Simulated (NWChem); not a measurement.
# ZnH₂Se; SMILES [ZnH][SeH]

This build's default masses of Se (78.918 u) and Br (79.917 u) are each other's, which moves their modes by up to 0.6 %.

Task: Give the equilibrium geometry at PBE-D3(BJ)/def2-SVP (NWChem) as a list of bonds and angles, with the point group.

Result: point group Cs; any orientation.
Bonds (Å): Zn1–H2 1.542, Zn1–Se3 2.306, Se3–H4 1.488. Bond angles (°): H2–Zn1–Se3 179.7, Zn1–Se3–H4 89.3.
